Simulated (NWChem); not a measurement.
MgSiH$_{3}$F; SMILES [SiH3][Mg][F]

```xyz
6

Mg    -0.0130     0.8557    -0.0002
F      0.1350     2.5942     0.0002
Si    -0.2305    -1.7007    -0.0007
H      0.4039    -2.3283    -1.1992
H     -1.6543    -2.1538     0.0051
H      0.4141    -2.3297     1.1916
```
Atoms are numbered in this order, from 1.

Program: NWChem. Pople sets run with spherical d functions. Geometry: optimised at B3LYP/6-31G* (spherical d). Ions are spin-unrestricted doublets at the neutral geometry; other ion states weren't tried.

```tsv
level	vertical ionisation energy, ΔSCF (eV)	−ε(HOMO) (eV)	ΔSCF minus −ε(HOMO) (eV)
B3LYP/6-31G*	9.65	7.20	2.45
CAM-B3LYP/6-31G*	9.70	8.61	1.09
M06-2X/6-31G*	(withheld)	(withheld)	(withheld)
PBE0/6-31G*	9.62	7.41	2.21
```

Task: What belongs in the gaps?

Result: 
- M06-2X/6-31G*, vertical ionisation energy, ΔSCF (eV): 9.73
- M06-2X/6-31G*, −ε(HOMO) (eV): 8.37
- M06-2X/6-31G*, ΔSCF minus −ε(HOMO) (eV): 1.36
